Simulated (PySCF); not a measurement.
**Polarisability and C₆ of Re (rhenium, neutral)**

[Xe] 4f14 5d5 6s2, high-spin 6S determinant. Computed with PySCF 2.14 in aug-cc-pVQZ-PP with ECP60MDF (7s7p6d4f3g2h, 135 functions), with scalar relativity through the core potential. Coupled (time-dependent) response in atomic units; α is the mean over directions.

```tsv
method	mean α (bohr³)	C₆ (like pair)	S(−4)
UHF	95.88	1121	8138
PBE	65.84	769.4	1886
```

S(−4) is the Cauchy moment in α(ω) = α(0) + S(−4) ω² + …

Reference α: 62 ± 3 bohr³ (recommended; Schwerdtfeger and Nagle, table of static dipole polarizabilities (2023 update)). Published C₆: 663.0 (Gould and Bucko (2016)).

Hartree-Fock lies above the reference because it lacks correlation, which contracts the outer shell.

α(iu) at UHF:

| u (hartree) | α(iu) (bohr³) |
| --- | --- |
| 0 | 95.88 |
| 0.0500 | 81.60 |
| 0.100 | 62.93 |
| 0.200 | 38.93 |
| 0.300 | 26.20 |
| 0.500 | 14.76 |
| 0.750 | 9.110 |
| 1.00 | 6.380 |
| 1.50 | 3.747 |
| 2.00 | 2.493 |
| 3.00 | 1.333 |
| 5.00 | 0.5552 |

A single London oscillator, α(iu) = α/(1 + u²/ω²), gives C₆ = (3/4) ω α². Matching the computed C₆ needs ω = 4 × 1121 / (3 × 95.88²) = 0.163 hartree.

Energies and moments cover only the electrons outside the core potential. Spin-orbit coupling, which splits the p, d and f shells strongly at this Z, is absent.
